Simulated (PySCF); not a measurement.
B(Me)(Et)(NH2) (C3H10BN), SMILES CCB(C)N.

Geometry optimised at r2SCAN-D4/def2-SVP. Other conformers were not sampled.

The numbers are results of r2SCAN-D4/def2-SVP (PySCF), not measurements.

No scaling factor is applied to the harmonic values.

```csv
mode,ν (cm⁻¹),IR (km/mol),Raman (Å⁴/amu),depolarisation,moving atoms (share of kinetic energy)
1,57,0.2,0.0,–,"H 70 %, C 27 %"
2,107,1.6,0.0,–,"H 76 %, C 17 %"
3,211,0.6,0.2,0.73,"C 37 %, H 32 %, N 25 %"
4,232,0.1,0.1,0.75,H 89 %
5,320,0.2,0.7,0.51,"H 39 %, C 37 %, N 20 %"
6,384,9.3,0.7,0.75,"H 60 %, B 38 %"
7,438,1.1,1.5,0.27,"C 49 %, H 35 %, B 11 %"
8,541,140.6,0.5,0.75,"H 78 %, N 21 %"
9,571,2.5,1.5,0.75,H 93 %
10,702,3.0,9.1,0.08,"C 49 %, H 30 %, N 18 %"
11,737,4.8,0.5,0.75,"H 81 %, C 14 %"
12,832,1.6,1.6,0.45,"H 62 %, C 25 %, N 9 %"
13,862,0.3,1.5,0.73,"H 66 %, N 15 %, C 13 %"
14,870,14.0,0.6,0.75,"H 68 %, C 16 %, B 15 %"
15,978,5.6,5.6,0.69,"H 75 %, C 22 %"
16,1002,2.8,0.8,0.75,"H 63 %, C 20 %, B 16 %"
17,1054,1.2,3.4,0.37,"C 64 %, H 31 %"
18,1159,60.5,2.3,0.70,"H 51 %, B 35 %, C 10 %"
19,1254,0.5,5.5,0.75,"H 81 %, C 18 %"
20,1291,4.8,2.9,0.72,"H 72 %, C 22 %"
21,1344,92.5,2.8,0.75,"C 36 %, H 35 %, B 26 %"
22,1359,78.1,12.8,0.68,"H 50 %, B 31 %, C 13 %"
23,1388,17.5,6.5,0.61,"H 71 %, C 16 %, B 12 %"
24,1418,2.8,5.2,0.71,"H 90 %, C 9 %"
25,1438,4.7,14.7,0.75,H 96 %
26,1455,4.1,6.2,0.75,"H 86 %, B 10 %"
27,1479,6.0,19.0,0.75,H 97 %
28,1480,10.8,17.4,0.71,H 93 %
29,1600,135.6,6.0,0.70,"H 72 %, N 20 %, B 8 %"
30,3006,25.7,72.2,0.15,H 94 %
31,3015,38.8,123.6,0.00,H 97 %
32,3020,10.4,202.2,0.00,H 97 %
33,3044,9.3,93.4,0.75,"H 91 %, C 9 %"
34,3100,28.4,61.7,0.75,"H 91 %, C 9 %"
35,3104,20.0,61.6,0.75,"H 91 %, C 9 %"
36,3107,31.1,112.6,0.65,"H 91 %, C 9 %"
37,3118,32.2,86.6,0.74,"H 91 %, C 9 %"
38,3585,15.1,151.0,0.12,H 96 %
39,3689,20.5,76.4,0.74,"H 91 %, N 9 %"
```
